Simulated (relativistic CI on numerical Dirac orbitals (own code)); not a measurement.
Electric-dipole transitions in Bi LXXX

Method of calculation: Dirac-Coulomb-Breit CI, orbitals from a KLI potential per configuration, QED by a radiative potential, unscaled Slater integrals (own radial code, finite nucleus).

Configurations in the expansion (outside the closed core 1s2): 2s2, 2s 2p, 2p2, 2p 3s, 2p 3p, 2s 3s, 2s 3p, 2s 3d, 2s 4s, 2s 4p, 2s 4d, 2s 4f, 3s2, 3s 3p, 3p2. Levels of other configurations are missing.

| λ vac (nm) | Lower | Upper | A (s⁻¹) | E lower (Ry) | E upper (Ry) |
| --- | --- | --- | --- | --- | --- |
| 0.07286 | 2s 2p 3P°_2 [5] | 2s 4d 3D_3 [43] | 8.83e+14 | 200.81 | 1451.51 |
| 0.08109 | 2s 2p 3P°_2 [5] | 2p 3p 3D_3 [31] | 7.39e+14 | 200.81 | 1324.59 |
| 0.08129 | 2s2 1S_0 [1] | 2s 3p 1P°_1 [20] | 1.01e+15 | 0.00 | 1121.07 |
| 0.08229 | 2s 2p 3P°_0 [2] | 2s 3d 3D_1 [21] | 1.75e+15 | 15.77 | 1123.22 |
| 0.08246 | 2s 2p 3P°_1 [3] | 2s 3d 3D_2 [22] | 2.70e+15 | 18.54 | 1123.63 |
| 0.09729 | 2s 2p 3P°_2 [5] | 2s 3d 3D_3 [23] | 2.71e+15 | 200.81 | 1137.48 |
| 0.09784 | 2s 2p 1P°_1 [6] | 2s 3d 1D_2 [26] | 1.26e+15 | 208.60 | 1139.97 |
| 0.09806 | 2s 2p 1P°_1 [6] | 2s 3d 1D_2 [24] | 1.18e+15 | 208.60 | 1137.85 |
| 0.23983 | 2s 3p 3P°_1 [13] | 2s 4d 3D_2 [42] | 2.22e+14 | 1065.62 | 1445.58 |
| 0.27525 | 2s 3p 3P°_2 [19] | 2s 4d 3D_3 [43] | 2.86e+14 | 1120.45 | 1451.51 |
| 0.27536 | 2s 3p 1P°_1 [20] | 2s 4d 1D_2 [44] | 2.59e+14 | 1121.07 | 1452.01 |
| 0.27696 | 2s 3d 3D_1 [21] | 2s 4f 3F°_2 [46] | 4.97e+14 | 1123.22 | 1452.25 |
| 0.27733 | 2s 3d 3D_2 [22] | 2s 4f 3F°_3 [45] | 5.46e+14 | 1123.63 | 1452.21 |
| 0.28690 | 2s 3d 3D_3 [23] | 2s 4f 3F°_4 [47] | 5.66e+14 | 1137.48 | 1455.10 |
| 0.28713 | 2s 3d 1D_2 [24] | 2s 4f 1F°_3 [48] | 2.65e+14 | 1137.85 | 1455.23 |
| 0.28906 | 2s 3d 1D_2 [26] | 2s 4f 1F°_3 [48] | 2.72e+14 | 1139.97 | 1455.23 |
| 0.43321 | 2s 2p 3P°_2 [5] | 2p2 3P_2 [9] | 2.91e+13 | 200.81 | 411.16 |
| 0.43685 | 2s2 1S_0 [1] | 2s 2p 1P°_1 [6] | 3.78e+13 | 0.00 | 208.60 |
| 0.43875 | 2s 2p 3P°_1 [3] | 2p2 1D_2 [8] | 2.73e+13 | 18.54 | 226.24 |
| 1.4695 | 2s 3s 3S_1 [11] | 2s 3p 3P°_2 [19] | 4.60e+12 | 1058.44 | 1120.45 |

Terms are leading LS components. Brackets give the number of a level in order of energy, since labels repeat. The list gives strong lines, with weight on those to low levels, without lines whose two gauges differ by over a factor of 2.5, among the lowest 48 of 58 levels, so that lines to higher ones, which can be the strongest, are missing. Levels whose partners in the same complex of configurations lie outside the list can be far off, and so can their lines. Rates are taken at the computed energies, electric ones in the length gauge.

At this charge energies of transitions that change n are usually good to better than 1 %, and those within a shell (Δn = 0) to a few per cent.

From the table, what is the radiative lifetime of 2s 4d 3D_3?

The listed rates from this level add up to about 1.17e+15 s⁻¹, 100 % of its decay; with all channels τ = 8.54e-16 s.

LS names give the leading component of a level, which can be under half, so a name can repeat, a term be missing and a line seem to break the LS rules.
